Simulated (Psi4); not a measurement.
Conformational energy of triphenyltriazine, C21H15N3, SMILES c1ccc(-c2nc(-c3ccccc3)nc(-c3ccccc3)n2)cc1. Scanned: dihedral N6–C5–C4–C3; all other coordinates were relaxed at GFN2-xTB. Points at φ and −φ are mirror images.

Geometry of the scan point at 160° (Å):
```
39

C     -1.5900     5.2930    -0.2428
C     -0.3006     4.9721     0.1520
C      0.1030     3.6514     0.1932
C     -0.7870     2.6404    -0.1614
C     -0.3691     1.2393    -0.0972
N     -1.3173     0.3093    -0.0424
C     -0.8936    -0.9495     0.0320
C     -1.9003    -2.0090     0.1005
C     -3.2533    -1.6842     0.1754
C     -4.2019    -2.6862     0.2398
C     -3.8106    -4.0161     0.2292
C     -2.4658    -4.3442     0.1548
C     -1.5119    -3.3472     0.0911
N      0.3885    -1.3024     0.0490
C      1.2688    -0.3074    -0.0085
C      2.6922    -0.6456     0.0051
C      3.6499     0.3545    -0.1518
C      4.9931     0.0328    -0.1400
C      5.3914    -1.2843     0.0289
C      4.4424    -2.2826     0.1857
C      3.0974    -1.9681     0.1737
N      0.9341     0.9783    -0.0771
C     -2.0845     2.9665    -0.5491
C     -2.4797     4.2895    -0.5937
H     -1.9026     6.3266    -0.2757
H      0.3891     5.7556     0.4298
H      1.1020     3.3823     0.4993
H     -3.5378    -0.6437     0.1855
H     -5.2504    -2.4332     0.2989
H     -4.5546    -4.7979     0.2792
H     -2.1635    -5.3812     0.1466
H     -0.4610    -3.5830     0.0311
H      3.3201     1.3729    -0.2852
H      5.7346     0.8087    -0.2632
H      6.4427    -1.5331     0.0379
H      4.7554    -3.3081     0.3174
H      2.3446    -2.7309     0.2957
H     -2.7633     2.1719    -0.8173
H     -3.4840     4.5423    -0.9007
```

Computed with PBE-D3(BJ)/def2-SVP // GFN2-xTB (Psi4).

Scanned values (°): -160, -140, -120, -100, -80, -60, -40, -20, 0, 20, 40, 60, 80, 100, 120, 140, 160, 180.

Q: Describe the profile: where are the wells and the tops?

A: Lower than their neighbours: 0° (0.1 kJ/mol), 180° (0.0 kJ/mol). Higher than their neighbours: -80° (35.2 kJ/mol), 80° (35.2 kJ/mol). The whole profile spans 35.2 kJ/mol.
